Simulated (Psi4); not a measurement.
Cl2Hg, singlet, at a GFN2-xTB geometry (such geometries of metal compounds can be far from the true shape) (core potentials on Hg); M06-2X/def2-SVP in Psi4 1.11.

Psi4 was given this input:
```
memory 2 GB

molecule mol {
0 1
  Hg    0.000000    0.000000    0.000000
  Cl    0.000000    0.000000    2.301269
  Cl   -0.000000   -0.000000   -2.301269
}

set basis def2-svp
set reference rks

energy('m06-2x')
print_variables()
```

Q: Predict the main parts of the log of this Psi4 run.

A: 
```
   => Loading Basis Set <=

    Name: DEF2-SVP
    Role: ORBITAL
    Keyword: BASIS

    !!!  WARNING: ECP capability is in beta. Please check occupations closely.  !!!

         ---------------------------------------------------------
                                   SCF
               by Justin Turney, Rob Parrish, Andy Simmonett
                          and Daniel G. A. Smith
                              RKS Reference
         ---------------------------------------------------------

  ==> Geometry <==

    Molecular point group: d2h
    Full point group: D_inf_h

    Geometry (in Angstrom), charge = 0, multiplicity = 1:

       Center              X                  Y                   Z               Mass
    ------------   -----------------  -----------------  -----------------  -----------------
         HG           0.000000000000     0.000000000000     0.000000000000   201.970643400000
         CL           0.000000000000     0.000000000000     2.301269000000    34.968852682000
         CL           0.000000000000     0.000000000000    -2.301269000000    34.968852682000

  Running in d2h symmetry.

  Rotational constants: A = ************  B =      0.04551  C =      0.04551 [cm^-1]
  Rotational constants: A = ************  B =   1364.49216  C =   1364.49216 [MHz]
  Nuclear repulsion =  189.593919788349382

  Charge       = 0
  Multiplicity = 1
  Electrons    = 54
  Nalpha       = 27
  Nbeta        = 27

  ==> Algorithm <==

  SCF Algorithm Type is DF.
  DIIS enabled.
  MOM disabled.
  Fractional occupation disabled.
  Guess Type is SAD.
  Energy threshold   = 1.00e-06
  Density threshold  = 1.00e-06
  Integral threshold = 1.00e-12

  ==> Primary Basis <==

  Basis Set: DEF2-SVP
    Blend: DEF2-SVP
    Number of shells: 28
    Number of basis functions: 68
    Number of Cartesian functions: 75
    Spherical Harmonics?: true
    Max angular momentum: 3

  Core potential: DEF2-SVP
    Number of shells: 4
    Number of ECP primitives: 10
    Number of ECP core electrons: 60
    Max angular momentum: 3

  ==> DFT Potential <==

   => LibXC <=

    Version 7.1.2
    S. Lehtola, C. Steigemann, M. J. T. Oliveira, and M. A. L. Marques,  SoftwareX 7, 1–5 (2018) (10.1016/j.softx.2017.11.002)

   => Composite Functional: M06-2X <=

    Hybrid M06-2X Meta-GGA XC Functional  (10.1007/s00214-007-0310-x)
    Y. Zhao and D. G. Truhlar,  Theor. Chem. Acc., 120, 215, 2008

    Deriv               =              1
    GGA                 =           TRUE
    Meta                =           TRUE

    Exchange Hybrid     =           TRUE
    MP2 Hybrid          =          FALSE

   => Exchange Functionals <=

    1.0000   XC_HYB_MGGA_X_M06_2X

   => Exact (HF) Exchange <=

    0.5400               HF

   => Correlation Functionals <=

    1.0000   XC_MGGA_C_M06_2X

   => LibXC Density Thresholds  <==

    XC_MGGA_C_M06_2X:  1.00E-12
    XC_HYB_MGGA_X_M06_2X:  1.00E-15

   => Molecular Quadrature <=

    Radial Scheme          =       TREUTLER
    Pruning Scheme         =           NONE
    Nuclear Scheme         =       TREUTLER

    Blocking Scheme        =         OCTREE
    BS radius alpha        =              1
    Pruning alpha          =              1
    Radial Points          =             75
    Spherical Points       =            302
    Total Points           =          63288
    Total Blocks           =            588
    Max Points             =            255
    Max Functions          =             62
    Weights Tolerance      =       1.00E-15

   => Loading Basis Set <=

    Name: (DEF2-SVP AUX)
    Role: JKFIT
    Keyword: DF_BASIS_SCF

  ==> Integral Setup <==

  SCF_SUBTYPE=INCORE selected. In-core MEM_DF algorithm will be used.
  Using in-core AOs.

  ==> MemDFJK: Density-Fitted J/K Matrices <==

    J tasked:                   Yes
    K tasked:                   Yes
    wK tasked:                   No
    Algorithm:                 Core
    Schwarz Cutoff:           1E-12
    Mask sparsity (%):       6.0121
    Fitting Condition:        1E-10

   => Auxiliary Basis Set <=

  Basis Set: (DEF2-SVP AUX)
    Blend: DEF2-UNIVERSAL-JKFIT
    Number of shells: 127
    Number of basis functions: 503
    Number of Cartesian functions: 675
    Spherical Harmonics?: true
    Max angular momentum: 6

  Minimum eigenvalue in the overlap matrix is 9.4389975486E-03.
  Reciprocal condition number of the overlap matrix is 2.6245173123E-03.
    Using symmetric orthogonalization.

  ==> Pre-Iterations <==

  SCF Guess: Superposition of Atomic Densities via on-the-fly atomic UHF (no occupation information).

   -------------------------
    Irrep   Nso     Nmo
   -------------------------
     Ag        19      19
     B1g        3       3
     B2g        6       6
     B3g        6       6
     Au         2       2
     B1u       14      14
     B2u        9       9
     B3u        9       9
   -------------------------
    Total      68      68
   -------------------------

  ==> Iterations <==

                           Total Energy        Delta E     RMS |[F,P]|

   @DF-RKS iter SAD: -1072.50690296927519   -1.07251e+03   0.00000e+00
   @DF-RKS iter   1: -1073.40154999200672   -8.94647e-01   1.29721e-02 DIIS/ADIIS
   @DF-RKS iter   2: -1073.43622595072270   -3.46760e-02   1.27335e-02 DIIS/ADIIS
   @DF-RKS iter   3: -1073.50852408509195   -7.22981e-02   1.52495e-03 DIIS/ADIIS
   @DF-RKS iter   4: -1073.50946581988887   -9.41735e-04   4.32294e-04 DIIS/ADIIS
   @DF-RKS iter   5: -1073.50964789035470   -1.82070e-04   7.90455e-05 DIIS
   @DF-RKS iter   6: -1073.50965279385696   -4.90350e-06   7.24408e-06 DIIS
   @DF-RKS iter   7: -1073.50965285018970   -5.63327e-08   2.84824e-06 DIIS
   @DF-RKS iter   8: -1073.50965285429402   -4.10432e-09   2.51932e-07 DIIS
  Energy and wave function converged.

  ==> Post-Iterations <==

   Electrons on quadrature grid:
      Ntotal   =   53.9999925583 ; deviation = -7.442e-06

    Orbital Energies [Eh]
    ---------------------

    Doubly Occupied:

       1B1u -102.631289     1Ag  -102.631201     2B1u   -9.799056
       2Ag    -9.799001     3B1u   -7.525156     3Ag    -7.525148
       1B2u   -7.519659     1B3u   -7.519659     1B3g   -7.519657
       1B2g   -7.519657     4Ag    -4.729699     4B1u   -2.834746
       2B2u   -2.827931     2B3u   -2.827931     5Ag    -0.910157
       5B1u   -0.888323     6Ag    -0.626371     2B2g   -0.618618
       2B3g   -0.618618     1B1g   -0.603271     7Ag    -0.603250
       8Ag    -0.451088     6B1u   -0.407877     3B3u   -0.389666
       3B2u   -0.389666     3B2g   -0.368660     3B3g   -0.368660

    Virtual:

       9Ag    -0.056397     4B3u    0.006301     4B2u    0.006301
       7B1u    0.135346    10Ag     0.141811     2B1g    0.452932
      11Ag     0.452973     4B2g    0.457286     4B3g    0.457286
       8B1u    0.586796    12Ag     0.597564    13Ag     0.655933
       9B1u    0.711957     5B3u    0.775766     5B2u    0.775766
      10B1u    0.854589     1Au     0.854755    14Ag     0.866834
       3B1g    0.867007     6B3u    0.875171     6B2u    0.875171
       5B2g    0.888200     5B3g    0.888200    11B1u    0.952395
       7B3u    0.969734     7B2u    0.969734    15Ag     1.022425
       6B2g    1.097377     6B3g    1.097377    16Ag     1.323362
      12B1u    1.371994     2Au     1.558705    13B1u    1.558814
       8B2u    1.561836     8B3u    1.561836     9B3u    1.601950
       9B2u    1.601950    14B1u    1.837513    17Ag     2.282852
      18Ag    33.134738    19Ag   121.029155

    Final Occupation by Irrep:
             Ag   B1g   B2g   B3g    Au   B1u   B2u   B3u
    DOCC [     8,    1,    3,    3,    0,    6,    3,    3 ]
    NA   [     8,    1,    3,    3,    0,    6,    3,    3 ]
    NB   [     8,    1,    3,    3,    0,    6,    3,    3 ]

  @DF-RKS Final Energy: -1073.50965285429402

   => Energetics <=

    Nuclear Repulsion Energy =            189.5939197883493819
    One-Electron Energy =               -1918.1599721629106625
    Two-Electron Energy =                 688.6308294074042351
    DFT Exchange-Correlation Energy =     -33.5744298871370503
    Empirical Dispersion Energy =           0.0000000000000000
    VV10 Nonlocal Energy =                  0.0000000000000000
    Total Energy =                      -1073.5096528542940177

Computation Completed

Properties will be evaluated at   0.000000,   0.000000,   0.000000 [a0]

Properties computed using the SCF density matrix

 Multipole Moments:

 ------------------------------------------------------------------------------------
     Multipole            Electronic (a.u.)      Nuclear  (a.u.)        Total (a.u.)
 ------------------------------------------------------------------------------------

 L = 1.  Multiply by 2.5417464519 to convert [e a0] to [Debye]
 Dipole X            :          0.0000000            0.0000000            0.0000000
 Dipole Y            :          0.0000000            0.0000000            0.0000000
 Dipole Z            :          0.0000000            0.0000000            0.0000000
 Magnitude           :                                                    0.0000000

 ------------------------------------------------------------------------------------

  Variable Map:
  ----------------------------------------------------------------------------
  "CURRENT ENERGY"              =>   -1073.509652854294
  "CURRENT REFERENCE ENERGY"    =>   -1073.509652854294
  "DD SOLVATION ENERGY"         =>       0.000000000000
  "DFT FUNCTIONAL TOTAL ENERGY" =>   -1073.509652854294
  "DFT TOTAL ENERGY"            =>   -1073.509652854294
  "DFT VV10 ENERGY"             =>       0.000000000000
  "DFT XC ENERGY"               =>     -33.574429887137
  "GRID ELECTRONS ALPHA"        =>      26.999996279136
  "GRID ELECTRONS BETA"         =>      26.999996279136
  "GRID ELECTRONS TOTAL"        =>      53.999992558272
  "NUCLEAR REPULSION ENERGY"    =>     189.593919788349
  "ONE-ELECTRON ENERGY"         =>   -1918.159972162911
  "PCM POLARIZATION ENERGY"     =>       0.000000000000
  "PE ENERGY"                   =>       0.000000000000
  "SCF ITERATION ENERGY"        =>   -1073.509652854294
  "SCF ITERATIONS"              =>       8.000000000000
  "SCF TOTAL ENERGY"            =>   -1073.509652854294
  "TWO-ELECTRON ENERGY"         =>     688.630829407404
  "XC GRID RADIAL POINTS"       =>      75.000000000000
  "XC GRID SPHERICAL POINTS"    =>     302.000000000000
  "XC GRID TOTAL POINTS"        =>   63288.000000000000

  Array Variable Map:
  ----------------------------------------------------------------------------
  "CURRENT DIPOLE"              =>       0.000000000000 ... 0.000000000000 1 by 3
  "SCF DIPOLE"                  =>       0.000000000000 ... 0.000000000000 1 by 3
  "SCF TOTAL ENERGIES"          =>   -1072.506902969275 ... -1073.509652854294 1 by 9
```
